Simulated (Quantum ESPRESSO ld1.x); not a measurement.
Rb II, configuration [Ar] 3d10 4s2 4p5 5s1 (not the ground configuration). All-electron calculation, non-relativistic Kohn-Sham, LDA (Slater exchange, VWN5 correlation), spin-unpolarised, spherical densities, point nucleus; relativity is left out, which matters for an element this heavy. Program: ld1.x of Quantum ESPRESSO 7.5.

Radial electron density D(r) = 4 pi r^2 rho(r):

```
   r/bohr * D(r) (the largest magnitude, 54.7, reaches the edge; | marks zero)
 0.006937 |            *
 0.009401 |                   *
  0.01264 |                           *
  0.01699 |                                    *
  0.02285 |                                           *
  0.03072 |                                             *
  0.04163 |                                         *
  0.05597 |                                     *
  0.07525 |                                        *
   0.1012 |                                                  *
    0.136 |                                                      *
   0.1829 |                                            *
   0.2479 |                                *
   0.3332 |                                   *
    0.448 |                                      *
   0.6023 |                         *
   0.8098 |           *
    1.089 |      *
    1.476 |     *
    1.984 |  *
    2.667 |*
    3.586 *
    4.821 *
    6.482 *
    8.785 *
```

D(r) has 3 maxima, at r = 0.0295, 0.129, 0.417 bohr, and minima at 0.0597, 0.266 bohr, inside which lie 2.07, 11.08 electrons.
